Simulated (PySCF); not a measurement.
# Working out the excitation energy of C⁺

C⁺ [He] 2s2 2p1 (2P) → C⁺ [He] 2s1 2p1 3d1 (high-spin determinant). Computed with PySCF 2.14 in aug-cc-pVTZ-DK (5s4p3d2f, 46 functions), with scalar relativity by spin-free X2C-1e. Frozen: 1s2. Energies in hartree (1 hartree = 27.21139 eV):

```csv
part,C⁺ (lower),C⁺ (upper)
UHF,-37.310068,-36.462413
CCSD correlation,-0.074676,-0.013780
(T),-0.001157,-0.000798
```

Question: What does Hartree-Fock give?

Answer: (-36.462413) − (-37.310068) = 0.847655 hartree = 23.066 eV.

Question: What do CCSD and CCSD(T) give?

Answer: The CCSD correlation energies differ by 0.060896 hartree = 1.657 eV and the triples by 0.000359 hartree = 0.010 eV, so CCSD gives 24.723 eV and CCSD(T) 24.733 eV.

One determinant mixes LS terms, so it does not stand for a single term.

The upper state lies above the first ionisation limit, but in LS coupling its spin forbids autoionisation to the ground ion. A Rydberg-like electron needs more diffuse functions than a valence basis has.

The coupled-cluster amplitudes are large, so a single reference is strained.
